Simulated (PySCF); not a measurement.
A run for PySCF: R-MP2/6-31G* on CH5FSe (a complex), monomers drawn apart or pushed together.

```python
from pyscf import gto, scf, dft, mp
from pyscf.data.elements import chemcore

mol = gto.M(
    atom='''
    C    -0.24367259   -0.09483055   -0.40008142
    F     0.25328633   -1.22183524    0.25290307
    H     0.49330603    0.23447330   -1.13322222
    H    -1.17646022   -0.36450977   -0.89614617
    H    -0.41956330    0.68409243    0.34183621
    Se   -0.23964647   -0.42058292    3.05357362
    H     0.32444128    0.25451062    4.23293930
    H     1.09615607   -0.69410355    2.50992619
    ''',
    basis='6-31g*',
    cart=True,
    charge=0, spin=0, verbose=3, max_memory=1800)
mf = scf.RHF(mol)
mf.conv_tol = 1e-8
mf.max_cycle = 100
mf.kernel()
if not mf.converged:
    mf = mf.newton().run(mf.mo_coeff, mf.mo_occ)
pt = mp.MP2(mf, frozen=chemcore(mol)).run()
```

**Question.** What total energy does the run end on?

**Answer.** -2540.2990 hartree.
